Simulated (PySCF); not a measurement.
# Correlation energy of W⁺ (tungsten, charge +1)

[Xe] 4f14 5d4 6s1, high-spin 6D determinant. Calculation: PySCF 2.14, in aug-cc-pVDZ-PP with ECP60MDF; scalar relativity through the core potential. Frozen: 5s2 5p6; 5 electrons correlated.

| level | correlation energy (mhartree) |
| --- | --- |
| CCSD | -47.57 |
| (T) | -0.47 |
| CCSD(T) | -48.04 |

Diagnostics: T1 = 0.0046, D1 = 0.0076, largest double amplitude 0.022.

Problem. Is a single reference adequate?

Solution. Yes, within this model without spin-orbit coupling: T1 lies below 0.03 and no double amplitude reaches 0.07.
